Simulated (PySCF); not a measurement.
Static response to an electric field

Compound: C5H6F2O.
Cartesian coordinates in Å at the GFN2-xTB level; atoms count from 1:
```xyz
14
C5H6F2O angstrom
F      1.865   -2.679   -0.307
C      1.336   -1.610    0.298
F      2.351   -1.030    0.991
O      0.841   -0.780   -0.650
C     -0.088    0.138   -0.183
C     -1.583    0.076   -0.123
C     -0.881    1.194   -0.844
C      0.063    1.557    0.270
H      0.589   -1.950    1.042
H     -2.079   -0.671   -0.730
H     -2.079    0.281    0.819
H     -0.973    1.560   -1.842
H      0.977    2.068    0.001
H     -0.338    1.844    1.236
```

Level: wB97X-D/def2-SVPD (PySCF), static field, nuclei fixed, core orbitals frozen in the response. The polarisability tensor in these axes (au):

```
x   63.54 -3.65  2.64
y   -3.65 64.86 -0.67
z    2.64 -0.67 54.97
```

**Question.** Give the principal values, the mean and the anisotropy Δα = √{½[(α1 − α2)² + (α2 − α3)² + (α1 − α3)²]}.

**Answer.** Principal values 54.21, 60.87 and 68.28 au; mean 61.12 au = 9.06 Å³ = 10.08 × 10⁻⁴⁰ C²·m²/J; Δα = 12.19 au (20 % of the mean).

**Question.** What is the dipole moment, and where does it point?

**Answer.** (-2.51, 1.18, 0.38) D, 2.80 D in size, pointing from the negative to the positive side. Measured along this direction, the outermost atoms are F1 at the negative end and H11 at the positive end.

**Question.** Rayleigh depolarisation ratio (linearly polarised light, static tensor)?

**Answer.** ρ = 3Δα²/(45ᾱ² + 4Δα²) = 446.0/(168117 + 594.6) = 0.00264.

**Question.** Refractivity n − 1 of an ideal gas of it at 400 K and 1 atm, from the electronic α?

**Answer.** N = p/kT = 1.8347 × 10¹⁹ cm⁻³, so n − 1 = 2π × N × 9.06 × 10⁻²⁴ cm³ = 1044 × 10⁻⁶ at long wavelengths.

**Question.** Find the Langevin capture rate constant for O2+ (31.990 u) meeting this molecule (120.039 u), k = 2.342 × 10⁻⁹ cm³/s × √(α in Å³ / reduced mass in u).

**Answer.** The reduced mass is 25.26 u, so k = 1.40 × 10⁻⁹ cm³/s. The formula leaves out the permanent dipole, which adds to the capture rate.

**Question.** Form Σ f/ω² (atomic units) for the 8 lowest TDDFT singlets, given as eV and f, and set it beside the mean polarisability, which is this sum over all singlets: 7.65, 0.0336; 7.95, 0.0099; 8.36, 0.0173; 8.40, 0.0743; 8.64, 0.0146; 8.79, 0.0057; 9.04, 0.0885; 9.11, 0.0127.

**Answer.** They add up to 2.62 au, 4.3 % of the 61.12 au; the largest single term is 0.80 au, from the state at 9.04 eV. Terms in order: 0.43, 0.12, 0.18, 0.78, 0.14, 0.05, 0.80, 0.11 au. Higher excitations give the rest. The strengths listed sum to 0.256.

The structure is a single GFN2-xTB conformer in the gas phase; no vibrational or solvent corrections.

The run behind these numbers computed excited states as well. Hardware: an x86-64 server with one thread, shared host. Cost: 34 s of wall time.
